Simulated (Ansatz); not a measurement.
Program: Ansatz. Geometries: PBE0-D4/def2-TZVP. ΔE: electronic, gas phase. CBS: MP2 limit from def2 TZ/QZ plus the TZ coupled-cluster correction, frozen cores. Functionals use def2-TZVPP. B3LYP here is the variant with VWN-RPA as its local correlation; programs differ in this. HSE06 is defined as in plane-wave codes. For Ga outer-core shells are correlated without core-valence functions, which leaves a few kJ/mol of doubt a bond. Scalar relativity is left out up to krypton. One conformer a species, not always the lowest.

`S[Si](S)(S)S` + `[F][GaH][SiH3]` → `F[Si](S)(S)S` + `[SiH3][GaH][SH]`  (redistribution)

(1) Is it downhill or uphill in electronic energy at CCSD(T)/CBS, and by how much? (An estimate is asked.)

(2) What do these levels give: ωB97X-V, B3LYP, HSE06, RPA@PBE/def2-TZVPP, CCSD/def2-TZVPP, MP2/CBS(def2)? (An estimate is asked.)

Largest T1 diagnostic among the species: 0.014.

Answers

(1) Ansatz gave: Downhill: ΔE = -20.8 kcal/mol.

(2) The calculation gave: ωB97X-V -19.4, B3LYP -20.9, HSE06 -20.1, RPA@PBE/def2-TZVPP -20.4, CCSD/def2-TZVPP -21.2, MP2/CBS(def2) -19.6 kcal/mol.

The D4 term adds +1.4 kcal/mol with B3LYP and +0.8 kcal/mol with PBE0; it sums over pairs of atoms, weighted by their polarisabilities, and B3LYP, whose exchange is more repulsive, gets the larger term. At CCSD(T), def2-SVP lies +3.6 kcal/mol from the extrapolated value and def2-TZVPP +0.1 kcal/mol. From BLYP to BHLYP (50 % exact exchange), in def2-TZVPP and without D4, ΔE moves by −2.1 kcal/mol.
